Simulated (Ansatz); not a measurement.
`C=C[CH2][InH2]` + `OB[TeH]` → `[InH2][BH][TeH]` + `C=CCO`  (formal exchange of groups at the In–C bond)

Gas-phase electronic energies from Ansatz, PBE0-D4/def2-TZVP geometries. CBS: MP2 limit from def2 TZ/QZ plus the TZ coupled-cluster correction, frozen cores. Functionals use def2-TZVPP. B3LYP here is the variant with VWN-RPA as its local correlation; programs differ in this. Elements past krypton have def2 core potentials. For In, Te outer-core shells are correlated without core-valence functions, which leaves a few kJ/mol of doubt a bond. One conformer a species, not always the lowest.

```csv
level,ΔE (kcal/mol),difference from CCSD(T)/CBS
LDA (SPW92),46.2,1.7
PBE-D4,43.2,-1.3
B97M-V,44.7,0.2
B3LYP-D4,43.6,-0.9
BHLYP-D4,43.1,-1.4
B2PLYP,44.2,-0.3
B3LYP,42.6,-1.9
r2SCANh,45.4,0.9
CAM-B3LYP,43.2,-1.3
LC-ωPBE,42.5,-2.0
RPA@PBE/def2-TZVPP,41.4,-3.1
CCSD/def2-SVP,42.9,-1.6
CCSD(T)/def2-SVP,43.6,-0.9
CCSD/def2-TZVPP,42.4,-2.1
HF/def2-QZVPP,39.8,-4.7
MP2/def2-QZVPP,48.3,3.8
CCSD(T)/CBS,44.5,0
```

What do rigid-rotor, harmonic-oscillator terms from PBE0-D4/def2-TZVP frequencies (298.15 K, 1 bar) make of the CCSD(T)/CBS value? (Best estimate.)

Computed: ΔZPE = +0.2 kcal/mol, ΔH = +44.9 kcal/mol, ΔS = 12 J/(mol·K), ΔG = +44.0 kcal/mol.

Largest T1 diagnostic among the species: 0.016.

The D4 term adds +0.9 kcal/mol with B3LYP and +0.5 kcal/mol with PBE0; it sums over pairs of atoms, weighted by their polarisabilities, and B3LYP, whose exchange is more repulsive, gets the larger term. Leaving LDA and LC-ωPBE aside and taking each functional with its dispersion term where it has one, the values, not all of them listed here, spread over 3.2 kcal/mol, from ωB97X-V to r2SCAN-D4. LDA lies +3.6 kcal/mol from PBE without D4. At CCSD(T), def2-SVP lies −0.9 kcal/mol from the extrapolated value and def2-TZVPP −1.2 kcal/mol.
